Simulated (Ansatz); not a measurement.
Question: Name a neutral molecule of C, Ga, O, Si and H with HOMO–LUMO gap (PBE/def2-TZVPP) between 3.00 and 3.30 eV and HOMO energy (PBE/def2-TZVPP) between -6.15 and -5.85 eV (Ansatz, PBE0-D4/def2-TZVP geometry).

Answer: `CO[SiH](O)[GaH2]` (3.18 eV, -6.00 eV); `C[SiH](O)[GaH2]` (3.28 eV, -6.07 eV). Other molecules can fit too; these were computed, each in one conformer that needn't be the lowest.
